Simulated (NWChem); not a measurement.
# CHCl2F; SMILES FC(Cl)Cl

```xyz
5

F      1.5933    -0.1680     0.0000
C      0.3786     0.4083     0.0000
Cl    -0.5025    -0.0715     1.4819
Cl    -0.5025    -0.0715    -1.4819
H      0.4751     1.4925     0.0000
```
Atoms are numbered in this order, from 1.

Structure relaxed at the B3LYP/6-31G* (spherical d) level.

Symmetry labels are those of Cs in the frame above (b1 and b2, or b-type labels, depend on it).

Question: List the 6 lowest vertical singlet excitations from PBE/6-31G* (spherical d), TDA (NWChem).

Answer: 
```tsv
state	energy (eV)	oscillator strength	symmetry	leading excitation (squared amplitude)
S1	6.41	0.009	a"	HOMO → LUMO (0.83)
S2	6.62	0.002	a'	HOMO−1 → LUMO (0.95)
S3	6.72	0.024	a"	HOMO−2 → LUMO (0.82)
S4	7.10	0.001	a'	HOMO−3 → LUMO (0.75)
S5	7.66	0.000	a'	HOMO → LUMO+1 (0.72)
S6	7.86	0.006	a"	HOMO−1 → LUMO+1 (0.80)
```
